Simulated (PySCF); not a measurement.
**Working out the ionisation energy of O+**

O+ [He] 2s2 2p3 (4S) → O(2+) [He] 2s2 2p2 (3P). All numbers are calculated (PySCF 2.14, scalar relativity by spin-free X2C-1e, in cc-pVTZ-DK (4s3p2d1f, 30 functions)). Frozen: 1s2. Energies in hartree (1 hartree = 27.21139 eV):

| part | O+ (lower) | O(2+) (upper) |
| --- | --- | --- |
| UHF | -74.422858 | -73.152878 |
| CCSD correlation | -0.112746 | -0.096425 |
| (T) | -0.001599 | -0.001305 |

Problem. What does Hartree-Fock give?

Solution. (-73.152878) − (-74.422858) = 1.269980 hartree = 34.558 eV.

Problem. What do CCSD and CCSD(T) give?

Solution. The CCSD correlation energies differ by 0.016321 hartree = 0.444 eV and the triples by 0.000294 hartree = 0.008 eV, so CCSD gives 35.002 eV and CCSD(T) 35.010 eV.

Reference: 35.121 eV (measured; NIST Atomic Spectra Database, ionization energies), between the lowest levels; spin-orbit coupling is absent from the calculation.

What remains against the reference includes basis incompleteness, the frozen core and higher excitations.
